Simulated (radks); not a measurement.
Values are calculated unless marked as measured or tabulated.
Problem. N3+, configuration [He] 2s2. Level of theory: non-relativistic Kohn-Sham, LDA (Slater exchange, Perdew-Wang correlation), spin-unpolarised, spherical densities, point nucleus (a radial shooting solver on a logarithmic mesh with Libxc functionals). Some entries of the table are withheld. Estimate them.

orbital,occ.,eigenvalue (eV),<r^2> (bohr^2)
1s,2,(1),0.07177
2s,2,-67.7509,1.447
2p,0,-57.1320,1.304
3s,0,-22.2437,(2)
3d,0,-17.2918,8.278

Solution. 
(1) 1s eigenvalue (eV): -447.3068
(2) 3s <r^2> (bohr^2): 9.433
